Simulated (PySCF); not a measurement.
## Electron correlation in B (boron, neutral)

[He] 2s1 2p1 3s1, high-spin 4P determinant (an excited configuration). Calculation: PySCF 2.14, in aug-cc-pVTZ-DK; scalar relativity by spin-free X2C-1e. Frozen: 1s2; 3 electrons correlated.

| level | correlation energy (mhartree) |
| --- | --- |
| CCSD | -10.12 |
| (T) | -0.09 |
| CCSD(T) | -10.21 |

Diagnostics: T1 = 0.0073, D1 = 0.0161, largest double amplitude 0.044.

The outer electron is Rydberg-like, and this basis confines it to a smaller radius and binds it less than a complete one would.

Cost of the coupled-cluster step: of the order of 0.6 core-seconds, for 3 correlated electrons.

Iterations:

```
CC2 = 0
CCSD nocc = (np.int64(3), np.int64(0)), nmo = (45, 45)
frozen orbitals [[0], [0]]
max_cycle = 100
direct = 0
conv_tol = 1e-08
conv_tol_normt = 1e-06
diis_space = 8
diis_start_cycle = 0
Init t2, MP2 energy = -0.00592339825835318
Init E_corr(UCCSD) = -0.00592339825835679
cycle = 1  E_corr(UCCSD) = -0.00808212366982052  dE = -0.00215872541  norm(t1,t2) = 0.0277141
cycle = 2  E_corr(UCCSD) = -0.00901025446662009  dE = -0.000928130797  norm(t1,t2) = 0.0152768
cycle = 3  E_corr(UCCSD) = -0.0100074998610946  dE = -0.000997245394  norm(t1,t2) = 0.00950702
cycle = 4  E_corr(UCCSD) = -0.0100326303958556  dE = -2.51305348e-05  norm(t1,t2) = 0.00409954
cycle = 5  E_corr(UCCSD) = -0.0101057719788102  dE = -7.3141583e-05  norm(t1,t2) = 0.00215243
cycle = 6  E_corr(UCCSD) = -0.0101206159232308  dE = -1.48439444e-05  norm(t1,t2) = 0.0124718
cycle = 7  E_corr(UCCSD) = -0.0101147250470928  dE = 5.89087614e-06  norm(t1,t2) = 0.000694625
cycle = 8  E_corr(UCCSD) = -0.010127368256392  dE = -1.26432093e-05  norm(t1,t2) = 0.000148609
cycle = 9  E_corr(UCCSD) = -0.0101224063403306  dE = 4.96191606e-06  norm(t1,t2) = 4.15698e-05
cycle = 10  E_corr(UCCSD) = -0.0101238821649887  dE = -1.47582466e-06  norm(t1,t2) = 1.4312e-05
cycle = 11  E_corr(UCCSD) = -0.0101238763503089  dE = 5.81467981e-09  norm(t1,t2) = 2.3807e-06
cycle = 12  E_corr(UCCSD) = -0.0101238703602404  dE = 5.99006851e-09  norm(t1,t2) = 1.4251e-06
cycle = 13  E_corr(UCCSD) = -0.0101238630945806  dE = 7.26565983e-09  norm(t1,t2) = 1.19507e-05
cycle = 14  E_corr(UCCSD) = -0.0101238628649182  dE = 2.2966239e-10  norm(t1,t2) = 2.24022e-07
UCCSD converged
E(UCCSD) = -24.25202613741406  E_corr = -0.01012386286491819
UCCSD(T) correction = -9.21213257660837e-05
```
